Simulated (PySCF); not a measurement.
A calculated (UHF, PySCF 2.14, cc-pVTZ-DK, scalar relativity by spin-free X2C-1e) atom or ion has these occupied shells.

```json
{"shell": "1s α", "electrons": "1", "orbital energy (eV)": "-11965.9", "rms radius, mean of both spins (bohr)": "0.0524"}
{"shell": "1s β", "electrons": "1", "orbital energy (eV)": "-11965.8", "rms radius, mean of both spins (bohr)": "0.0524"}
{"shell": "2s α", "electrons": "1", "orbital energy (eV)": "-1593.9", "rms radius, mean of both spins (bohr)": "0.219"}
{"shell": "2s β", "electrons": "1", "orbital energy (eV)": "-1593.9", "rms radius, mean of both spins (bohr)": "0.219"}
{"shell": "2p α", "electrons": "3", "orbital energy (eV)": "-1395.7", "rms radius, mean of both spins (bohr)": "0.196"}
{"shell": "2p β", "electrons": "3", "orbital energy (eV)": "-1395.6", "rms radius, mean of both spins (bohr)": "0.196"}
{"shell": "3s α", "electrons": "1", "orbital energy (eV)": "-246.96", "rms radius, mean of both spins (bohr)": "0.639"}
{"shell": "3s β", "electrons": "1", "orbital energy (eV)": "-246.78", "rms radius, mean of both spins (bohr)": "0.639"}
{"shell": "3p α", "electrons": "3", "orbital energy (eV)": "-183.20", "rms radius, mean of both spins (bohr)": "0.667"}
{"shell": "3p β", "electrons": "3", "orbital energy (eV)": "-182.95", "rms radius, mean of both spins (bohr)": "0.667"}
{"shell": "3d α", "electrons": "5", "orbital energy (eV)": "-77.981", "rms radius, mean of both spins (bohr)": "0.746"}
{"shell": "3d β", "electrons": "5", "orbital energy (eV)": "-77.851", "rms radius, mean of both spins (bohr)": "0.746"}
{"shell": "4s α", "electrons": "1", "orbital energy (eV)": "-38.965", "rms radius, mean of both spins (bohr)": "1.97"}
{"shell": "4s β", "electrons": "1", "orbital energy (eV)": "-36.211", "rms radius, mean of both spins (bohr)": "1.97"}
{"shell": "4p α", "electrons": "1", "orbital energy (eV)": "-27.813", "rms radius, mean of both spins (bohr)": "2.31"}
```

Task: Name the element and its charge.

Result: As²⁺ (arsenic, charge +2), in [Ar] 3d10 4s2 4p1, 2P determinant.
